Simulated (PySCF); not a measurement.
Species: C7H7BF2.
Structure used (PBE0-D3(BJ)/def2-SVP), in Å, numbered top down from 1:
```xyz
17
C7H7BF2 angstrom
F      2.7158    0.0313    1.7088
C      2.4936   -0.0185    0.3725
F      3.1344    1.0413   -0.1770
C      1.0072   -0.0091    0.1113
C      0.4884    1.0966   -0.5180
C     -0.8598    1.3973   -0.8455
C     -2.0119    0.6811   -0.6280
C     -2.1970   -0.5881   -0.0160
C     -1.2551   -1.4345    0.5168
B      0.2554   -1.2470    0.6070
H      2.9700   -0.9362   -0.0152
H      1.2050    1.8705   -0.8139
H     -0.9988    2.3605   -1.3469
H     -2.9313    1.1596   -0.9809
H     -3.2441   -0.9144    0.0179
H     -1.6706   -2.3647    0.9237
H      0.9162   -2.1425    1.0886
```

Linear response at CAM-B3LYP/def2-SVPD (PySCF, frozen core in the response, non-relativistic). Geometry: PBE0-D3(BJ)/def2-SVP, one conformer, isolated molecule.

Static isotropic polarisability: 101.07 au (14.98 Å³), principal values 61.0, 114.2, 127.9 au.

**Question.** What is the polarisability at 1064 nm and at the sodium D line?

**Answer.** 102.70 au at 1064 nm (+1.6 %), 106.91 au at 589.3 nm (+5.8 %). The rise at 589.3 nm is 3.58 times that at 1064 nm; a pure ω² law gives 3.26. The lowest singlet lies at 269 nm, shorter than both wavelengths.

**Question.** What is the isotropic C6 coefficient between two such molecules, C6 = (3/π)∫α(iω)² dω?

**Answer.** 3694 au (Eh·bohr⁶) by a ten-point quadrature over imaginary frequencies, which is 2210 eV·Å⁶ or 213 J·nm⁶/mol.

**Question.** Which effective excitation energy ω̄ makes London's formula C6 = (3/4)α²ω̄ exact here?

**Answer.** ω̄ = 4·C6/(3α²) = 0.482 Eh = 13.1 eV. A one-pole form α(ω) = α/(1 − ω²/ω̄²) fitted to the 1064 nm value gives 9.2 eV. London's choice of the ionisation energy (9.24 eV, ΔSCF at the same level) gives C6 = 2600 au, 30 % too low.

**Question.** What n − 1 at the D line would an ideal gas of it have at 273.15 K and 1 atm (2.6868 × 10¹⁹ cm⁻³), by n − 1 = 2π·N·α′?

**Answer.** 26.74 × 10⁻⁴, a formal value whether or not that pressure can be reached.

**Question.** The lowest 10 singlets have (eV, f): 4.60, 0.164; 4.67, 0.041; 5.53, 0.003; 5.58, 0.001; 5.88, 0.006; 5.99, 0.019; 6.17, 0.612; 6.39, 0.358; 6.88, 0.003; 6.93, 0.005. What share of the static polarisability do they carry in the sum over states α = Σ f/ω²?

**Answer.** 26.24 au, 26.0 % of α; the largest term, 11.88 au, is that of the state at 6.17 eV. Their oscillator strengths add up to 1.21. Higher states carry the rest.

**Question.** How anisotropic is the static polarisability, by Δα² = ½[(α1 − α2)² + (α2 − α3)² + (α3 − α1)²]?

**Answer.** Δα = 61.2 au, or 0.61 of the isotropic value.

**Question.** What three-body coefficient follows from the one-pole estimate C9 = (3/4)·α·C6?

**Answer.** 280000 au. This is an estimate from the two numbers above, not a computed integral.
